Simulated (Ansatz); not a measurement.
Coupled-cluster diagnostics for SiBrCl3, Ansatz.

Geometry of the singlet (r2SCAN-D4/def2-SVP):

Cartesian coordinates in Å:
```
Si -0.0211 -0.0136 0.0013
Br 1.8244 1.1772 -0.1120
Cl -1.6092 1.2092 0.4001
Cl 0.1445 -1.4054 1.4886
Cl -0.3386 -0.9674 -1.7780
```

Correlated methods freeze 29 core orbitals; core or outer-core shells of Br are correlated, in sets that lack core-valence functions.

(1) Estimate the CCSD(T) correlation energy, the shares of MP2 and (T), T1 and the reference's ⟨S²⟩ for: charge 0, singlet, own geometry in def2-TZVP; and the rough time on 4 threads of Arm Neoverse V1 on a shared host.

Answers

(1) 
| state | basis | correlation (eV) | MP2 share (%) | (T) share (%) | T1 | ⟨S²⟩ (pure) | wall time |
| --- | --- | --- | --- | --- | --- | --- | --- |
| charge 0, singlet, own geometry | def2-TZVP | -28.051 | 91.1 | 4.1 | 0.008 | 0.00 (0.00) | 81 s |
Customary marks for T1 are 0.02 (closed shells), 0.045 (open shells) and about 0.05 (3d metals). T1 stays under 0.02 throughout.
